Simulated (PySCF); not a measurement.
Cl3Y, SMILES [Cl][Y+]([Cl])[Cl] (connectivity only; charge and spin as stated), charge +1, multiplicity 2.

Geometry: PBE-D3(BJ)/def2-SVP. The multiplicity is an assumed one; other spin states were not compared. The def2 effective core potentials stand for the cores of Y; spin–orbit coupling is left out.

These are PBE-D3(BJ)/def2-SVP (PySCF) values and carry that method's errors.

Frequencies are harmonic and unscaled.

```
mode  ν (cm⁻¹)  IR (km/mol)  moving atoms (share of kinetic energy)
----  --------  -----------  --------------------------------------
1           58          5.7                         Cl 85 %, Y 15 %
2           66          7.9                         Cl 73 %, Y 27 %
3          157          6.0                         Cl 86 %, Y 14 %
4          260          0.1                         Cl 78 %, Y 22 %
5          340         31.0                         Cl 73 %, Y 27 %
6          410         63.1                         Cl 69 %, Y 31 %
```
